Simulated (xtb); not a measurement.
Input file for xtb: GFN2-xTB on AlH-, 2S+1 = 2, a spin state set in the input, which need not be the lowest, a point of a bond scan (R = 1.634 Å). Charge -1.

```
$ xtb mol.xyz --gfn 2 --sp --chrg -1 --uhf 1
2

H      0.00000000     0.00000000     0.00000000
Al     0.00000000     0.00000000     1.63422600
```

The head of its log:

```
[...]
           -------------------------------------------------
          |                Calculation Setup                |
           -------------------------------------------------



           -------------------------------------------------
          |                 G F N 2 - x T B                 |
           -------------------------------------------------

        Reference                      10.1021/acs.jctc.8b01176
      * Hamiltonian:
        H0-scaling (s, p, d)           1.850000    2.230000    2.230000
        zeta-weighting                 0.500000
      * Dispersion:
        s8                             2.700000
        a1                             0.520000
        a2                             5.000000
        s9                             5.000000
      * Repulsion:
        kExp                           1.500000    1.000000
        rExp                           1.000000
      * Coulomb:
        alpha                          2.000000
        third order                    shell-resolved
        anisotropic                    true
        a3                             3.000000
        a5                             4.000000
        cn-shift                       1.200000
        cn-exp                         4.000000
        max-rad                        5.000000


          ...................................................
          :                      SETUP                      :
          :.................................................:
          :  # basis functions                  11          :
          :  # atomic orbitals                  10          :
          :  # shells                            4          :
          :  # electrons                         5          :
          :  max. iterations                   250          :
          :  Hamiltonian                  GFN2-xTB          :
          :  restarted?                      false          :
          :  GBSA solvation                  false          :
          :  PC potential                    false          :
          :  electronic temp.          300.0000000     K    :
          :  accuracy                    1.0000000          :
          :  -> integral cutoff          0.2500000E+02      :
          :  -> integral neglect         0.1000000E-07      :
          :  -> SCF convergence          0.1000000E-05 Eh   :
          :  -> wf. convergence          0.1000000E-03 e    :
          :  Broyden damping             0.4000000          :
          :  net charge                         -1          :
          :  unpaired electrons                  1          :
          ...................................................

 iter      E             dE          RMSdq      gap      omega  full diag
   1     -1.5610200 -0.156102E+01  0.756E+00    0.00       0.0  T
   2     -1.5675780 -0.655799E-02  0.386E+00    0.00       1.0  T
```

**Question.** What total energy does the run end on?

**Answer.** -1.5662 hartree.
